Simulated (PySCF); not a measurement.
## Two-dimensional NMR puzzle

Compound of formula C$_{3}$H$_{9}$FOSi$_{3}$. Correlations simulated from computed shifts and the bond graph:

HSQC (one-bond C–H):
```
  δH     δC
5.65  112.2
4.92  112.2
0.64   -4.5
```

COSY cross peaks (H two or three bonds apart, from the bond graph; peaks can be absent where the dihedral angle is near 90°):
```
  δH    δH
6.00  5.89
5.65  4.92
```

HMBC (two and three bonds, from the bond graph):
```
  δH           δC
6.00  183.0, -4.5
5.89  183.0, -4.5
5.65        183.0
4.92        183.0
0.64        183.0
```

Carbons without hydrogens: δ 183.0.

Theoretical values (PySCF): coordinates at the GFN2-xTB level, PBE0/pcSseg-1 with gauge-including orbitals. One computed conformer, no relativistic terms, no solvent, one averaged value for each set of equivalent atoms.

Referencing at the same level of theory: TMS for ¹H and ¹³C.

Exchangeable hydrogens are left out of these lists.

Problem. Assemble the structure.

Solution. `C=C(F)[Si]1(C)[SiH2]O[SiH2]1`.

Numbering as in the mapped SMILES `[CH2:1]=[C:2]([F:3])[Si:4]1([CH3:5])[SiH2:6][O:7][SiH2:8]1`. Hydrogens are named by the atom that carries them. Ha(C1) is cis to F3; Hb(C1) is trans to F3.

δC 183.0 is C2, a fully substituted alkene carbon. δC 112.2 is C1, a terminal =CH2 carbon (δH 4.92, 5.65). δC -4.5 is C5, a methyl carbon bonded to Si (δH 0.64). HMBC from δH 6.00 reaches the proton-free carbon C2. HMBC from δH 5.89 reaches the proton-free carbon C2. HMBC from δH 5.65 reaches the proton-free carbon C2. HMBC from δH 4.92 reaches the proton-free carbon C2. COSY links 6.00–5.89, 5.65–4.92.

The data come from this structure; uniqueness wasn't tested.

Shifts are as computed. Against solution values, carbons near 30 ppm lie about +3 ppm off and those near 130 ppm about +5 ppm. Of 1211 compounds with measured shifts, 218 miss one by over three times the rms of a fit or turn the order of signals round; such compounds aren't used in these exercises.
